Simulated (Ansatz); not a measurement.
HGa (SMILES [GaH]), singlet, geometry from GFN2-xTB (such geometries of metal compounds can be far from the true shape); WB97X-V/STO-3G in Ansatz (a program for electronic structure).

Ansatz was given this input:
Ansatz 0.2 input:
```yaml
crystal:
  periodic: [false, false, false]
  atoms:
    - {symbol: Ga, position_ang: [-0.00000000, -0.00000000, -0.05952365]}
    - {symbol: H, position_ang: [0.00000000, 0.00000000, 1.84523317]}
basis:
  gaussian:
    orbitals: STO-3G
hamiltonian:
  xc: {name: wB97X-V}
accuracy: high
```

Output, abridged:

```
Functional definition: wB97X-V
207 factors; integrals over basis functions are off by at most 3.9e-8 eV
68 factors; integrals over basis functions are off by at most 1.0e-9 eV
mean field evaluation 1: about -51489.1119 eV, gradient 1.7e2 eV
mean field evaluation 2: about -51743.5323 eV, gradient 4.8e1 eV
mean field evaluation 4: about -51765.9124 eV, gradient 1.8e1 eV
mean field evaluation 8: about -51767.5885 eV, gradient 9.3e0 eV
mean field evaluation 16: about -51770.5323 eV, gradient 4.2e-2 eV
mean field evaluation 32: about -51770.5512 eV, gradient 4.9e-1 eV
mean field evaluation 64: about -51753.6399 eV, gradient 3.1e1 eV
mean field evaluation 96: about -51770.5324 eV, gradient 1.8e-2 eV
mean field evaluation 128: about -51770.5327 eV, gradient 2.4e-1 eV
mean field evaluation 160: about -51770.4737 eV, gradient 2.8e0 eV
mean field evaluation 192: about -51765.7100 eV, gradient 9.1e-1 eV
mean field evaluation 224: about -51770.4966 eV, gradient 3.1e0 eV
mean field evaluation 256: about -51770.5440 eV, gradient 1.9e-1 eV
mean field evaluation 288: about -51770.5547 eV, gradient 2.2e-8 eV
mean field -51770.55472903 eV, -1902.5327949495 hartree, gradient 2.2e-8 eV, S^2 0.000000; 13 other end points of the search recorded, 0 dependent functions left out
reference -51770.55472895 eV, -1902.5327949465 hartree; 16, 16 occupied and 3, 3 virtual orbitals, 207 factors
Total energy: -51770.55472895 eV, -1902.5327949465 hartree
```
